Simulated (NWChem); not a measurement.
System: C₃H₅BO₂; SMILES O=CB1COC1

Output (shortened):

```
             Northwest Computational Chemistry Package (NWChem) 7.3.0
             --------------------------------------------------------

                             Geometry "geometry" -> ""
                             -------------------------

 Output coordinates in angstroms (scale by  1.889725989 to convert to a.u.)

  No.       Tag          Charge          X              Y              Z
 ---- ---------------- ---------- -------------- -------------- --------------
    1 O                    8.0000    -0.52192600    -2.30195100     0.00000000
    2 C                    6.0000     0.48689300    -1.62480900     0.00000000
    3 B                    5.0000     0.25722600    -0.07258200     0.00000000
    4 C                    6.0000    -0.02289300     1.06511300    -1.05483700
    5 O                    8.0000    -0.24048900     2.01003700     0.00000000
    6 C                    6.0000    -0.02289300     1.06511300     1.05483700
    7 H                    1.0000     1.49901900    -2.11421100     0.00000000
    8 H                    1.0000    -0.91790700     0.91642200    -1.69026800
    9 H                    1.0000     0.81169200     1.35404200    -1.72300700
   10 H                    1.0000     0.81169200     1.35404200     1.72300700
   11 H                    1.0000    -0.91790700     0.91642200     1.69026800

 Effective nuclear repulsion energy (a.u.)     203.2758062472

                              NWChem Property Module
                              ----------------------

  itol2e modified to match energy
  convergence criterion.

                                 NWChem DFT Module
                                 -----------------

 Summary of "ao basis" -> "ao basis" (spherical)
 ------------------------------------------------------------------------------
       Tag                 Description            Shells   Functions and Types
 ---------------- ------------------------------  ------  ---------------------
 O                           6-31g*                  6       14   3s2p1d
 C                           6-31g*                  6       14   3s2p1d
 B                           6-31g*                  6       14   3s2p1d
 H                           6-31g*                  2        2   2s

  itol2e modified to match energy
  convergence criterion.

[...]

          -----------------------
          Electric field gradient
          -----------------------

 1 a.u. = 0.324123 10**(16) esu/cm**3  ( or statvolts/cm**2 ) = 0.97174 10**(22) v/m**2

 ------------------------------------------------------------
   Atom      X         Y         Z
 ------------------------------------------------------------
    1 O   -0.98630  -4.35006   0.00000
 ------------------------------------------------------------

 Electric field gradient in molecular frame (a.u.)
         XX             YY             ZZ             XY             XZ             YZ
 ------------------------------------------------------------------------------------------
        0.293662       1.190656      -1.484318      -1.163941       0.000000      -0.000000

 Principal components (a.u.) and orientation
 of principal axis w.r.t. absolute frame                      Asymmetry parameter eta
 --------------------------------------------------------------------------------------
        1.989519      -1.484318      -0.505201                       0.492137

       -0.565881      -0.000000       0.824487
        0.824487       0.000000       0.565881
       -0.000000       1.000000      -0.000000

 ------------------------------------------------------------
   Atom      X         Y         Z
 ------------------------------------------------------------
    2 C    0.92009  -3.07044   0.00000
 ------------------------------------------------------------

 Electric field gradient in molecular frame (a.u.)
         XX             YY             ZZ             XY             XZ             YZ
 ------------------------------------------------------------------------------------------
        0.184086       0.376879      -0.560965      -0.041896       0.000000      -0.000000

 Principal components (a.u.) and orientation
 of principal axis w.r.t. absolute frame                      Asymmetry parameter eta
 --------------------------------------------------------------------------------------
       -0.560965       0.385590       0.175375                       0.374738

       -0.000000      -0.203566       0.979061
        0.000000       0.979061       0.203566
        1.000000      -0.000000       0.000000

 ------------------------------------------------------------
   Atom      X         Y         Z
 ------------------------------------------------------------
    3 B    0.48609  -0.13716   0.00000
 ------------------------------------------------------------

 Electric field gradient in molecular frame (a.u.)
         XX             YY             ZZ             XY             XZ             YZ
 ------------------------------------------------------------------------------------------
       -0.513223       0.248423       0.264800      -0.205233       0.000000       0.000000

 Principal components (a.u.) and orientation
 of principal axis w.r.t. absolute frame                      Asymmetry parameter eta
 --------------------------------------------------------------------------------------
       -0.565004       0.300205       0.264800                       0.062662

        0.969614      -0.244640       0.000000
        0.244640       0.969614      -0.000000
       -0.000000       0.000000       1.000000

 ------------------------------------------------------------
   Atom      X         Y         Z
 ------------------------------------------------------------
    4 C   -0.04326   2.01277  -1.99335
 ------------------------------------------------------------

[...]
```

Level: CAM-B3LYP/6-31G* (spherical d). The geometry was optimised at PBE0/def2-SVP. NWChem prints the field gradient with the sign opposite to the second derivative of the potential.

Problem. Reconstruct the input file.

Solution. One answer among several that fit: the input that was run:
```
start job
memory heap 200 mb stack 900 mb global 1100 mb
geometry units angstroms noautosym nocenter noautoz
  O     -0.521926    -2.301951     0.000000
  C      0.486893    -1.624809     0.000000
  B      0.257226    -0.072582     0.000000
  C     -0.022893     1.065113    -1.054837
  O     -0.240489     2.010037     0.000000
  C     -0.022893     1.065113     1.054837
  H      1.499019    -2.114211     0.000000
  H     -0.917907     0.916422    -1.690268
  H      0.811692     1.354042    -1.723007
  H      0.811692     1.354042     1.723007
  H     -0.917907     0.916422     1.690268
end
basis spherical
  O library 6-31g*
  C library 6-31g*
  B library 6-31g*
  H library 6-31g*
end
dft
  xc xcamb88 1.00 lyp 0.81 vwn_5 0.19 hfexch 1.00
  cam 0.33 cam_alpha 0.19 cam_beta 0.46
  iterations 150
end
property
  efieldgrad
end
task dft property
```
